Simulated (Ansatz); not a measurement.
`F[SiH](F)[Si](Cl)(Cl)Cl` → `F[Si](Cl)(Cl)Cl` + `F[SiH]` at 700 K and 1 bar (silylene formation by 1,1-elimination).

Gas-phase electronic energies from Ansatz, PBE0-D4/def2-TZVP geometries. CCSD(T)/CBS is the MP2 limit (def2-TZVPP, def2-QZVPP) plus CCSD(T) − MP2 in def2-TZVPP, frozen cores. This one scheme is used for every species. One conformer a species, not always the lowest.

```
                  species  CCSD(T)/CBS energy (Eh)  H − E (kJ/mol)  S (J/(mol·K))
`F[SiH](F)[Si](Cl)(Cl)Cl`              -2157.97114           145.0          558.3
        `F[Si](Cl)(Cl)Cl`              -1768.43208            80.0          413.1
                 `F[SiH]`               -389.46371            50.0          276.0
```

H − E and S are ideal-gas, rigid-rotor, harmonic terms from PBE0-D4/def2-TZVP, for one conformer and one mirror image of each species. 1 Eh = 2625.50 kJ/mol, R = 8.31446 J/(mol·K).

**Question.** By hand: ΔE, ΔH, ΔS and ΔG.

**Answer.** ΔE = (-1768.43208) + (-389.46371) − (-2157.97114) = 0.07535 Eh = 197.8 kJ/mol. Δ(H − E) = 80.0 + 50.0 − 145.0 = -15.0, so ΔH = 182.8 kJ/mol. ΔS = 413.1 + 276.0 − 558.3 = 130.8 J/(mol·K). ΔG = 182.8 − 700 × (130.8)/1000 = 91.2 kJ/mol.

**Question.** By hand: the equilibrium constant, and the temperature at which ΔG would vanish if ΔH and ΔS stayed fixed.

**Answer.** log₁₀ K = −ΔG/(RT ln 10) = -6.8. ΔG = 0 at ΔH/ΔS = 1398 K.

The number of gas molecules changes by +1, which sets the sign of ΔS. A doubt of 5 kJ/mol in ΔE shifts log₁₀ K by 0.4 here. Other conformers and mirror images would add mixing entropy, several J/(mol·K) or more a flexible species. Modes under 60 cm⁻¹, often nearly free rotors, make the harmonic entropy too high. These are equilibria of isolated gas molecules and say nothing of rates. Largest T1 diagnostic: 0.015 (customary marks: 0.02 for closed shells, 0.045 for open ones).
